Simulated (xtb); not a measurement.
Al(Cl)(Me)(SH) (CH4AlClS), SMILES [CH3][Al]([SH])[Cl]. All values are semi-empirical tight-binding results from xtb (GFN2-xTB unless named), good for trends rather than for accurate numbers. Geometry: GFN2-xTB. Other conformers were not sampled.

Optimised geometry:

Bonded distances (Å): Al1–Cl2 2.025, Al1–C3 1.987, Al1–S7 2.209, C3–H4 1.093, C3–H5 1.093, C3–H6 1.092, S7–H8 1.328. Angles (°): Cl2–Al1–C3 125.9, Cl2–Al1–S7 116.7, C3–Al1–S7 117.4, Al1–C3–H4 112.3, Al1–C3–H5 112.4, Al1–C3–H6 110.9, H4–C3–H5 106.3, H4–C3–H6 107.3, H5–C3–H6 107.3, Al1–S7–H8 91.7.
Charge 0, spin multiplicity 1.

For metal compounds this method's bond lengths and energies can be far off.

| Item | Value |
|---|---|
| point group as xtb finds it | Cs |
| orbital gap | 3.98 eV |
| zero-point energy | 27.8 kcal/mol |
| G − E(el) at 298.15 K (modified RRHO) | 7.4 kcal/mol |

**Question.** Give the atomic charges and the Wiberg bond orders between heavy atoms. (Estimate from the structure and the level; the computed values follow.)

**Answer.** charges (e) Al1 0.34, Cl2 -0.16, C3 -0.21, H4 0.06, H5 0.06, H6 0.06, S7 -0.34, H8 0.18. Bond orders Al1–Cl2 1.35, Al1–C3 1.01, Al1–S7 1.16.
